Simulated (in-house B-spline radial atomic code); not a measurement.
**RPA and G0W0 on wB97X: the barium ion Ba⁺**

Configuration [Xe] 6s1, highest spin, mean-field start wB97X. Computed with a B-spline radial code for spherical atoms: all electrons, scalar-relativistic (spin-free one-electron X2C), finite nucleus, each spin shell either full or empty, empty states to l = 9 with an (l + 1/2)⁻⁴ tail; G0W0 by contour deformation at full frequency.

RPA overbinds a lone outer s electron by self-correlation, and G0W0 tends to as well.

Command:
```bash
python run_gw.py task.json out
```
Settings (radii: box in bohr, nucleus in fm):
```
Z                        56
electrons                55
configuration            [Xe] 6s1
hamiltonian              x2c
method                   wb97x
lmax                     9
rms_radius               4.8378
spin_polarised           True
box_radius               23.78
intervals                70
ion_configuration        [Kr] 4d10 5s2 5p6
```

Run time, properties included: 11 s on 1 thread of Arm Neoverse V1, with other jobs on the host.

Energies (hartree):

```csv
term,value
mean-field total,-8134.91417
Hartree-Fock functional on these orbitals,-8131.49538
direct second order,-4.7831
second-order exchange,1.299
SOSEX correction,1.2181
```

Task: What is the RPA correlation energy, and what remains with SOSEX?

Result: RPA gives -4.227 hartree (-2.09 eV per electron); RPA + SOSEX gives -3.0089, and the second-order doubles -3.4841 hartree (no singles). RPA lacks exchange-type terms and so overcorrelates at short range.

Quasi-particle levels (eV):

| level | occupied | mean field | Σx - vxc | Σc | QP weight | G0W0 |
| --- | --- | --- | --- | --- | --- | --- |
| 6s up | yes | -9.616 | 0.26 | ? | ? | ? |
| 5p down | yes | -28.400 | -0.95 | -0.50 | 0.913 | -29.851 |
| 5p up | yes | -28.422 | -1.10 | -0.44 | 0.904 | -29.968 |
| 5d up | no | -3.909 | 1.09 | -1.47 | 0.941 | -4.283 |

G0W0 = mean field + (Σx - vxc) + Σc, with Σc (partial-wave tail included) taken at the quasi-particle energy. Only the outer levels were computed. Levels of low weight are left out.

Task: Where does G0W0 put 6s up?

Result: At -10.297 eV, with Σc = -0.95 eV and a quasi-particle weight of 0.961. The tabulated removal energy is 10.004 eV (NIST, measured); the calculation leaves out spin-orbit coupling, Breit and QED terms, and what these don't explain is the method's own error.

Task: What does it cost to remove one electron (to [Kr] 4d10 5s2 5p6) by differences of total energies, each species on its own start (correlation terms add to the Hartree-Fock functional)?

Result: wB97X 9.617 eV, Hartree-Fock functional 9.326 eV, + RPA 10.129 eV, + RPA + SOSEX 9.827 eV, + second order 10.166 eV. Tabulated: 10.004 eV (NIST, measured); the calculation leaves out spin-orbit coupling, Breit and QED terms, and what these don't explain is the method's own error.
